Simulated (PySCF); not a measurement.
C6H9FO.
Atom-mapped SMILES: `[F:1][CH2:2][CH2:3][C@@H:4]1[CH:5]=[CH:6][CH2:7][O:8]1`

Cartesian coordinates in Å at the GFN2-xTB level; atoms count from 1:
```xyz
17
C6H9FO angstrom
F      3.413    0.306   -0.666
C      2.304    0.473    0.130
C      1.208   -0.498   -0.283
C     -0.045   -0.295    0.586
C     -1.178   -1.175    0.141
C     -2.173   -0.430   -0.304
C     -1.814    1.017   -0.171
O     -0.545    1.032    0.467
H      2.627    0.298    1.162
H      1.972    1.508    0.012
H      0.954   -0.326   -1.330
H      1.562   -1.525   -0.174
H      0.223   -0.466    1.640
H     -1.116   -2.245    0.185
H     -3.116   -0.747   -0.706
H     -2.530    1.570    0.450
H     -1.754    1.515   -1.150
```

Probes without a nucleus sit at each ring's centroid and 1 Å off its mean plane on both sides; NICS is minus the shielding there, NICSzz its component along the normal. Level: GIAO PBE0/pcSseg-1 (PySCF, non-relativistic, gas phase) on the GFN2-xTB geometry, one conformer.

Ring bond lengths (Å), with Mayer bond orders in brackets: C4–C5 1.502 (1.04), C5–C6 1.321 (1.86), C6–C7 1.496 (1.04), C7–O8 1.420 (0.93), O8–C4 1.423 (0.91).

Task: What do the NICS probes read (ppm)?

Result: 
| ring | type | NICS(0) | NICS(1), two faces | NICS(1)zz, two faces | rms pucker (Å) | centre to ring atoms, mean (Å) |
| --- | --- | --- | --- | --- | --- | --- |
| C4–C5–C6–C7–O8 | 5-membered ring with O; formal bonds 1 double, 4 single | -4.8 | -2.9 / -2.7 | -6.1 / -4.2 | 0.03 | 1.22 |

Task: What can be read from them?

Result: 
- C4–C5–C6–C7–O8: mean NICS(1)zz -5.2 ppm, shielded. C4, C7 have four or more neighbours; no verdict on aromaticity is drawn.

Task: Give the inner angles of the rings and the Hirshfeld charges of the ring atoms.

Result: 
- C4–C5–C6–C7–O8: C4 104.8° (+0.047 e), C5 109.7° (-0.053 e), C6 109.6° (-0.052 e), C7 105.3° (+0.002 e), O8 110.0° (-0.146 e); sum 539.5° against 540° for a flat convex ring.
